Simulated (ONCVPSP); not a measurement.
## An all-electron radial function and its pseudo partner (hydrogen (H))

Columns: radius, all-electron u(r) and pseudo u(r) of the 1s shell (level -6.49 eV) of hydrogen in the configuration 1s1; PBE, scalar-relativistic, ONCV scheme, ONCVPSP 4.0.1.

```csv
r (bohr),all-electron,pseudo
0.070,0.1252,0.1033
0.140,0.2332,0.2034
0.210,0.3256,0.2974
0.280,0.4043,0.3827
0.350,0.4706,0.4577
0.420,0.5260,0.5215
0.490,0.5718,0.5740
0.560,0.6090,0.6157
0.630,0.6387,0.6476
0.700,0.6618,0.6710
0.770,0.6791,0.6873
0.840,0.6913,0.6978
0.910,0.6991,0.7038
0.980,0.7030,0.7060
1.050,0.7035,0.7052
1.120,0.7011,0.7020
1.190,0.6963,0.6966
1.260,0.6892,0.6893
1.330,0.6804,0.6804
1.400,0.6699,0.6699
1.470,0.6582,0.6582
1.540,0.6454,0.6454
1.610,0.6317,0.6317
1.680,0.6172,0.6172
1.750,0.6022,0.6022
1.820,0.5868,0.5868
```

Task: How many radial nodes do the two functions have?

Result: The all-electron 1s function has n − l − 1 = 0; the pseudo-wave has 0.

Task: At about which radius was the pseudo-wave matched?

Result: 1.40 bohr. The columns agree to 0.0005 from 1.19 bohr on; several derivatives are matched, so the curves merge somewhat inside the radius.

Task: Where does each function peak?

Result: Outermost all-electron maximum near 1.05 bohr, pseudo maximum near 0.98 bohr (to the table’s step).

Task: Is the pseudo-wave norm-conserving?

Result: Yes: the ONCV scheme keeps the norm inside the radius equal to the all-electron one, which fixes the energy derivative of the logarithmic derivative at the level.
